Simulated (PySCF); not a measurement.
Cartesian coordinates in Å; atom numbers follow the order of the lines, from 1:
```xyz
21

Si   -0.175    0.039    0.042
C    -0.176    0.291    1.882
C    -0.851    1.290    2.464
H     0.386   -0.403    2.521
H    -1.426    2.003    1.864
H    -0.861    1.434    3.550
C     1.554    0.109   -0.656
C     2.610    0.535    0.049
H     1.723   -0.205   -1.696
H     2.506    0.864    1.090
H     3.620    0.585   -0.374
O    -1.158    1.217   -0.578
C    -1.523    1.329   -1.925
H    -0.675    1.656   -2.553
H    -2.320    2.082   -2.015
H    -1.904    0.374   -2.327
O    -0.856   -1.409   -0.423
C    -0.280   -2.671   -0.245
H     0.780   -2.699   -0.557
H    -0.832   -3.406   -0.851
H    -0.330   -3.000    0.809
```

Geometry: PBE0-D3(BJ)/def2-SVP; GIAO shifts from PySCF 2.14.0 with density-fitted response routines, gas phase, non-relativistic, averaged over equivalent atoms.

At PBE0/pcSseg-1 (220 basis functions):
| atoms | δ (ppm) |
| --- | --- |
| Si1 | -27.7 |
| C3/C8 | 149.1 |
| C2/C7 | 139.0 |
| C13/C18 | 51.0 |
| H5/H6/H10/H11 | 6.41 |
| H4/H9 | 6.27 |
| H14/H15/H16/H19/H20/H21 | 3.61 |
| O12/O17 | 24.8 |

δ = σ(ref) − σ, references computed at the same level: ²⁹Si (σref 351.99) and ¹³C (σref 184.41) and ¹H (σref 31.27) against TMS; ¹⁷O (σref 334.56) vs H2O.

Q: Predict the values at wB97X-D/pcSseg-1 on the same geometry.

A: 
```tsv
atoms	δ at wB97X-D/pcSseg-1	change
Si1	-27.0	+0.7
C3/C8	149.9	+0.8
C2/C7	139.0	+0.0
C13/C18	51.2	+0.2
H5/H6/H10/H11	6.40	-0.01
H4/H9	6.20	-0.07
H14/H15/H16/H19/H20/H21	3.59	-0.02
O12/O17	20.1	-4.7
```

Shifts are taken against calculated references (same method and geometry level): TMS for ²⁹Si (σref 352.93), ¹³C (σref 184.54), ¹H (σref 31.38); ¹⁷O (σref 333.19) against H2O.

The largest change is at O12/O17 (oxygen bonded to C, Si). Cost: 220 basis functions. The order of the carbon signals is the same at both levels.

Experimental scales use liquid or dissolved standards, which lie at an offset from isolated H2O (liquid H2O: subtract about 36 ppm).
